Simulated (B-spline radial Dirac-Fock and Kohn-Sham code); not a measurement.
## Subshell cross sections of Ga⁶⁺, photon energy 3220 eV

System: Ga⁶⁺ in the configuration 1s2 2s2 2p6 3s2 3p6 3d7.

The computed values come from a radial B-spline solver: independent-particle photoionisation in a Dirac-Hartree-Slater potential with a Latter tail, all multipoles, thresholds from Dirac-Fock ΔSCF. The asymmetry parameter β is from the dipole term alone. Kinetic energies are from the vacuum level. Open shells are spread statistically over j, without multiplet splitting.

The last column is dσ/dΩ = σ/(4π) · [1 + β P₂(cos θ)] at θ = 0° from the polarisation vector of linearly polarised light.

```csv
subshell,electrons,binding (eV),kinetic (eV),σ (kb),β,dσ/dΩ (kb/sr)
L1 (2s),2,1444.5,1775.5,22.0,2.00,5.25
L2 (2p1/2),2,1282.9,1937.1,18.3,1.39,3.49
L3 (2p3/2),4,1255.8,1964.2,34.6,1.41,6.63
M1 (3s),2,288.6,2931.4,3.67,2.00,0.877
M2 (3p1/2),2,233.8,2986.2,2.30,1.34,0.427
M3 (3p3/2),4,229.9,2990.1,4.33,1.36,0.811
M4 (3d3/2),2.8,142.5,3077.5,0.322,0.74,0.0446
M5 (3d5/2),4.2,141.9,3078.1,0.467,0.73,0.0641
```

Branching ratios of the spin-orbit partners (statistical value in brackets): 2p 1.88 (2.00), 3p 1.89 (2.00), 3d 1.45 (1.50).
